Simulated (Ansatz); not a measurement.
Consider the formal exchange of groups at the Si–N bond: `N[SiH2][SiH2]Cl` + `O[SiH3]` → `O[SiH2][SiH2][SiH2]Cl` + NH₃.

Isolated molecules relaxed with PBE0-D4/def2-TZVP in Ansatz; ΔE leaves out vibrations. CCSD(T)/CBS is the MP2 limit (def2-TZVPP, def2-QZVPP) plus CCSD(T) − MP2 in def2-TZVPP, frozen cores. This one scheme is used for every species. DFT in def2-TZVPP. B3LYP here is the variant with VWN-RPA as its local correlation; programs differ in this. Each species was taken in one conformer, which may not be the lowest.

(1) Is it downhill or uphill in electronic energy at CCSD(T)/CBS, and by how much? (Estimate.)

(2) What do these levels give: B3LYP, SCS-MP2/def2-TZVPP, HF/def2-QZVPP, SCS-MP2/def2-QZVPP, MP2/CBS(def2), CCSD/CBS(def2)? (An estimate is asked.)

Largest T1 diagnostic among the species: 0.012.

Results:

(1) The calculation gave: Uphill: ΔE = +38.8 kJ/mol.

(2) The calculation gave: B3LYP 42.0, SCS-MP2/def2-TZVPP 50.2, HF/def2-QZVPP 62.7, SCS-MP2/def2-QZVPP 50.3, MP2/CBS(def2) 46.1, CCSD/CBS(def2) 42.4 kJ/mol.

In def2-TZVPP, CCSD(T) changes the Hartree–Fock value by −22.8 kJ/mol (the triples alone add −3.6 kJ/mol) and MP2 by −15.5 kJ/mol. From PBE to PBE0 (25 % exact exchange), in def2-TZVPP and without D4, ΔE moves by +6.9 kJ/mol.
